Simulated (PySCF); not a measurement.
# Sb⁺: ionisation energy

Sb⁺ [Kr] 4d10 5s2 5p2 (3P) → Sb²⁺ [Kr] 4d10 5s2 5p1 (2P), as a difference of total energies. All numbers are calculated (PySCF 2.14, a scalar-relativistic core potential, in aug-cc-pVQZ-PP with ECP28MDF). Correlated levels: valence: 4s2 4p6 4d10 frozen. The calculations carry no spin-orbit coupling.

```tsv
method	ionisation energy (eV)
UHF	16.005
LDA	16.656
PBE	16.467
PBE0	16.531
r2SCAN	16.657
LC-wPBE	16.625
TPSSh	16.493
B2PLYP	16.396
MP2 (valence)	16.361
SCS-MP2 (valence)	16.297
```

Problem. How much does correlation contribute at MP2 (valence)?

Solution. 16.361 − (16.005) = 0.356 eV, measured against UHF.

The reference lies between the lowest fine-structure levels, while these numbers refer to the centres of the terms.

Errors of the correlated levels include the incompleteness of this basis and the frozen core.

For comparison: 16.626 ± 0.025 eV (measured; NIST Atomic Spectra Database, ionization energies).
